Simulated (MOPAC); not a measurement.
Job for MOPAC: PM6 on AlHg, 2S+1 = 2, a spin state set in the input, which need not be the lowest, a point of a bond scan (R = 2.871 Å).

```
PM6 1SCF PRECISE CHARGE=0 UHF MS=0.5 THREADS=1
AlHg

Hg     0.00000000 1     0.00000000 1     0.00000000 1
Al     0.00000000 1     0.00000000 1     2.87147500 1
```

It printed:

```
*******************************************************************************
 **                                                                           **
 **                              MOPAC v23.2.5                                **
 **                                                                           **
 *******************************************************************************
 ** MOPAC's Digital Object Identifier: https://doi.org/10.5281/zenodo.6511958 **
 **                                                                           **
 ** Please cite the open-source release paper for use of this MOPAC version:  **
 ** J. E. Moussa and J. J. P. Stewart (2026)                                  **
 ** MOPAC: An open-source semiempirical molecular orbital program             **
 ** J. Open Source Softw., 11(119), 8025, https://doi.org/10.21105/joss.08025 **
 *******************************************************************************

                              PM6 CALCULATION RESULTS

 *******************************************************************************
 *  PM6        - The PM6 Hamiltonian to be used
 *  UHF        - UNRESTRICTED HARTREE-FOCK CALCULATION
 *
 *
 *
 *                 CHARGE ON SYSTEM = 0
 *
 *
 *
 *  MS=        - IN MECI, MAGNETIC COMPONENT OF SPIN =  0.5
 *  PRECISE    - TIGHTER CRITERIA TO BE USED
 *  1SCF       - DO 1 SCF AND THEN STOP
 *  THREADS=1  - MULTI-THREADING NOT USED
 *  T=         - A TIME OF 172800.0 SECONDS REQUESTED
 *  DUMP=N     - RESTART FILE WRITTEN EVERY 7200.0 SECONDS REQUESTED
 *******************************************************************************
PM6 1SCF PRECISE CHARGE=0 UHF MS=0.5 THREADS=1
 AlHg

   ATOM   CHEMICAL          X               Y               Z
  NUMBER   SYMBOL      (ANGSTROMS)     (ANGSTROMS)     (ANGSTROMS)

     1      Hg          0.00000000  *   0.00000000  *   0.00000000  *
     2      Al          0.00000000  *   0.00000000  *   2.87147500  *



          CARTESIAN COORDINATES

    NO.       ATOM           X           Y           Z

     1        Hg          0.0000      0.0000      0.0000
     2        Al          0.0000      0.0000      2.8715

 General Reference for PM6:
 "Optimization of Parameters for Semiempirical Methods V: Modification of NDDO Approximations
 and Application to 70 Elements", J. J. P. Stewart, J. Mol. Mod., 13, 1173-1213 (2007)
 URL: https://link.springer.com/article/10.1007/s00894-007-0233-4

           Empirical Formula: Hg Al  =     2 atoms



      MOLECULAR POINT GROUP   :   C*v


          UHF CALCULATION, NO. OF ALPHA ELECTRONS =    3
                           NO. OF BETA  ELECTRONS =    2

 -------------------------------------------------------------------------------
 PM6 1SCF PRECISE CHARGE=0 UHF MS=0.5 THREADS=1
 AlHg



     1SCF WAS SPECIFIED, SO BFGS WAS NOT USED
     SCF FIELD WAS ACHIEVED


                              PM6 CALCULATION
                                                       MOPAC v23.2.5 Linux




          FINAL HEAT OF FORMATION =          6.14281 KCAL/MOL =      25.70153 KJ/MOL


          COSMO AREA              =         95.02 SQUARE ANGSTROMS
          COSMO VOLUME            =         79.83 CUBIC ANGSTROMS

          IONIZATION POTENTIAL    =          6.801571 EV
          ALPHA SOMO LUMO (EV)    =         -6.802 -0.855
          BETA  SOMO LUMO (EV)    =         -9.069 -0.723
          NO. OF ALPHA ELECTRONS  =          3
          NO. OF BETA  ELECTRONS  =          2
          MOLECULAR WEIGHT        =        227.5715         POINT GROUP:  C*v

          MOLECULAR DIMENSIONS (Angstroms)

            Atom       Atom       Distance
           Al     2   Hg     1     2.87148
           Al     2   Hg     1     0.00000
           Hg     1   Al     2     0.00000


          SCF CALCULATIONS        =          1





   ATOM   CHEMICAL          X               Y               Z
  NUMBER   SYMBOL      (ANGSTROMS)     (ANGSTROMS)     (ANGSTROMS)

     1      Hg          0.00000000  *   0.00000000  *   0.00000000  *
     2      Al          0.00000000  *   0.00000000  *   2.87147500  *

                             CARTESIAN COORDINATES

   1   Hg        0.000000000     0.000000000     0.000000000
   2   Al        0.000000000     0.000000000     2.871475000


           Empirical Formula: Hg Al  =     2 atoms



      MOLECULAR POINT GROUP   :   C*v


          ALPHA EIGENVALUES
 -13.44724  -9.06937  -6.80157  -0.85502  -0.17927   4.02758   4.39874   4.44065
 108.74034 109.14100 109.43911 111.19162 111.23981


           BETA EIGENVALUES
 -13.07324  -9.06901  -0.72299  -0.05986   1.34750   4.37990   4.42285   4.49528
 111.82063 111.88114 114.83150 115.15793 116.10361


              NET ATOMIC CHARGES AND DIPOLE CONTRIBUTIONS

  ATOM NO.   TYPE          CHARGE      No. of ELECS.   s-Pop       p-Pop       d-Pop
    1         Hg          -0.220260        2.2203     1.90993     0.31033
    2         Al           0.220260        2.7797     1.70221     1.07409     0.00344
 DIPOLE           X         Y         Z       TOTAL
 POINT-CHG.     0.000     0.000     3.038     3.038
 HYBRID         0.000     0.000     0.416     0.416
 SUM            0.000     0.000     3.454     3.454


          ATOMIC ORBITAL ELECTRON POPULATIONS

     Atom    s        px        py        pz      x^2-y^2     xz        z^2       yz        xy
    1 Hg   1.90993   0.02138   0.00000   0.28896
    2 Al   1.70221   0.97853   0.00000   0.09556   0.00167   0.00009   0.00168   0.00000   0.00000


                    (SZ)    =    0.500000
                    (S**2)  =    0.768755


          ATOMIC ORBITAL SPIN POPULATIONS

    Atom   Total    s     px     py     pz   x^2-y^2  xz     z^2    yz     xy
         Atomic
    1 Hg -0.0333 -0.021  0.021  0.000 -0.034
    2 Al  1.0333  0.043  0.979  0.000  0.011  0.000  0.000 -0.000  0.000  0.000

 **********************
 *                    *
 * JOB ENDED NORMALLY *
 *                    *
 **********************




 == MOPAC DONE ==
```

The run finished.

Cost: very roughly 0.03 core-seconds.
